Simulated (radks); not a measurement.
Values are calculated unless marked as measured or tabulated.
Radial electron density D(r) = 4 pi r^2 rho(r) of an atom or ion with 20.7 electrons. Code: a radial shooting solver on a logarithmic mesh with Libxc functionals. Model: scalar-relativistic Kohn-Sham, r2SCAN, spin-polarised, spherical densities, finite nucleus; meta-GGA in the generalised Kohn-Sham scheme; Fermi nuclear charge, rms radius of each element as measured or else 0.836 A^(1/3) + 0.57 fm.

| r (bohr) | D(r) (e/bohr) | spin D(r) |
|---|---|---|
| 0.009781 | 5.846 | 0.00318 |
| 0.01121 | 7.182 | 0.00389 |
| 0.01284 | 8.745 | 0.00470 |
| 0.01459 | 10.43 | 0.00556 |
| 0.01672 | 12.43 | 0.00654 |
| 0.019 | 14.48 | 0.00751 |
| 0.02177 | 16.79 | 0.00852 |
| 0.02494 | 19.13 | 0.00941 |
| 0.02834 | 21.25 | 0.0100 |
| 0.03247 | 23.27 | 0.0104 |
| 0.03691 | 24.79 | 0.0102 |
| 0.04228 | 25.84 | 0.00929 |
| 0.04844 | 26.17 | 0.00764 |
| 0.05506 | 25.78 | 0.00538 |
| 0.06308 | 24.68 | 0.00239 |
| 0.07169 | 23.21 | -0.000616 |
| 0.08214 | 21.50 | -0.00334 |
| 0.09335 | 20.18 | -0.00459 |
| 0.107 | 19.52 | -0.00344 |
| 0.1225 | 19.93 | 0.00139 |
| 0.1393 | 21.36 | 0.0101 |
| 0.1596 | 23.66 | 0.0244 |
| 0.1813 | 25.98 | 0.0424 |
| 0.2078 | 27.74 | 0.0661 |
| 0.238 | 27.96 | 0.0953 |
| 0.2705 | 26.33 | 0.131 |
| 0.3099 | 22.77 | 0.182 |
| 0.3523 | 18.33 | 0.251 |
| 0.4036 | 13.56 | 0.356 |
| 0.4587 | 10.07 | 0.489 |
| 0.5255 | 8.115 | 0.663 |
| 0.6021 | 7.974 | 0.850 |
| 0.6843 | 8.890 | 1.02 |
| 0.784 | 9.964 | 1.14 |
| 0.8911 | 10.28 | 1.18 |
| 1.021 | 9.526 | 1.14 |
| 1.17 | 7.854 | 1.05 |
| 1.329 | 5.904 | 0.946 |
| 1.523 | 3.958 | 0.852 |
| 1.731 | 2.549 | 0.792 |
| 1.983 | 1.580 | 0.752 |
| 2.272 | 1.043 | 0.711 |
| 2.582 | 0.7672 | 0.648 |
| 2.958 | 0.5732 | 0.539 |
| 3.362 | 0.4152 | 0.407 |
| 3.852 | 0.2627 | 0.261 |
| 4.378 | 0.1474 | 0.147 |
| 5.016 | 0.06622 | 0.0662 |
| 5.747 | 0.02395 | 0.0239 |
| 6.532 | 0.007368 | 0.00737 |
| 7.483 | 0.001623 | 0.00162 |
| 8.505 | 0.0002988 | 0.000299 |

What is the nuclear charge?

Answer. Z = 22. The innermost maximum, from 1s, lies near gamma/Z bohr with gamma = sqrt(1 - (Z/c)^2) = 0.987, here 0.0449 bohr (found: 0.0481), and its height grows with Z. The density is that of the titanium ion Ti1.3+ in [Ar] 3d(up 1.7, down 0) 4s1; the configuration itself is not fixed sharply by these data, and Z only to about a unit. D(r) has 3 maxima, at r = 0.0481, 0.227, 0.870 bohr, and minima at 0.109, 0.569 bohr, inside which lie 2.13, 10.43 electrons.
